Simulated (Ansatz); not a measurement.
Isolated molecules relaxed with PBE0-D4/def2-TZVP in Ansatz; ΔE leaves out vibrations. CCSD(T)/CBS is the MP2 limit (def2-TZVPP, def2-QZVPP) plus CCSD(T) − MP2 in def2-TZVPP, frozen cores. Functionals use def2-TZVPP. One conformer a species, not always the lowest.

Reaction (cleavage of the Si–Si bond): `CO[SiH2][SiH3]` + `CC(N)O` → `CC(O)N[SiH3]` + `CO[SiH3]`

`CO[SiH2][SiH3]`:

Cartesian coordinates in Å:
```
C -1.938 0.755 -0.960
O -1.038 0.105 -0.092
Si 0.595 0.187 -0.296
Si 1.563 -1.068 1.422
H -2.954 0.551 -0.617
H -1.837 0.389 -1.988
H -1.782 1.840 -0.959
H 0.980 -0.345 -1.638
H 1.055 1.608 -0.254
H 3.044 -1.027 1.281
H 1.117 -2.485 1.351
H 1.195 -0.511 2.750
```

`CC(N)O`:

Cartesian coordinates in Å:
```
C -0.422 0.134 1.210
C 0.379 0.059 -0.068
N -0.356 0.645 -1.154
O 0.707 -1.317 -0.246
H 0.141 -0.302 2.035
H -0.665 1.171 1.442
H -1.352 -0.429 1.097
H 1.305 0.639 0.039
H -1.202 0.117 -1.334
H 0.187 0.676 -2.007
H 1.278 -1.394 -1.014
```

`CC(O)N[SiH3]`:

Cartesian coordinates in Å:
```
C 1.431 1.166 -0.692
C 0.130 0.403 -0.606
O -0.045 -0.224 -1.866
N 0.119 -0.525 0.489
Si -1.266 -0.927 1.424
H 1.600 1.730 0.226
H 2.259 0.466 -0.835
H 1.416 1.851 -1.540
H -0.697 1.110 -0.431
H -0.831 -0.774 -1.815
H 0.916 -1.143 0.496
H -1.876 0.316 1.966
H -2.340 -1.634 0.661
H -0.814 -1.816 2.523
```

`CO[SiH3]`:

Cartesian coordinates in Å:
```
C -0.577 -1.182 -0.351
O -0.777 0.177 -0.040
Si 0.463 1.184 0.339
H 0.067 -1.303 -1.230
H -1.547 -1.630 -0.569
H -0.125 -1.725 0.489
H -0.137 2.513 0.593
H 1.444 1.264 -0.780
H 1.189 0.703 1.549
```

```json
{"level": "r2SCAN-D4", "ΔE (eV)": "-0.43"}
{"level": "HF/def2-TZVPP", "ΔE (eV)": "-0.63"}
```

Q: What does CCSD(T)/CBS give? (Best estimate.)

A: Computed: -0.50 eV. The listed levels differ from it by 0.07, -0.13 eV.

Largest T1 diagnostic among the species: 0.012.

In def2-TZVPP, CCSD(T) changes the Hartree–Fock value by +0.13 eV (the triples alone add +0.01 eV) and MP2 by +0.04 eV. From PBE to PBE0 (25 % exact exchange), in def2-TZVPP and without D4, ΔE moves by −0.06 eV.
